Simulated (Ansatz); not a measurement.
The same bond dissociation along the group B, Al, Ga.

Calculated with Ansatz (gas phase, PBE0-D4/def2-TZVP geometries, no zero-point term in ΔE). CBS: MP2 limit from def2 TZ/QZ plus the TZ coupled-cluster correction, frozen cores. This one scheme is used for every species. DFT in def2-TZVPP. No spin–orbit coupling; open shells (•) take unrestricted orbitals. For Ga outer-core shells are correlated without core-valence functions, which leaves a few kJ/mol of doubt a bond. Scalar relativity is left out up to krypton.

| reaction | CCSD(T)/CBS(def2) (kJ/mol) |
| --- | --- |
| `BO[SiH3]` → `B[O]`• + `[SiH3]`• | ? |
| `[AlH2][O][SiH3]` → `[O][AlH2]`• + `[SiH3]`• | 570 |
| `[SiH3][O][GaH2]` → `[O][GaH2]`• + `[SiH3]`• | 545 |

Task: Fill in the missing values. (An estimate is asked.)

Result: Ansatz gave: `BO[SiH3]` → `B[O]`• + `[SiH3]`•: +471.5 kJ/mol.

Largest T1 diagnostic: 0.040, for `B[O]`•, so its coupled-cluster energy is less sure.
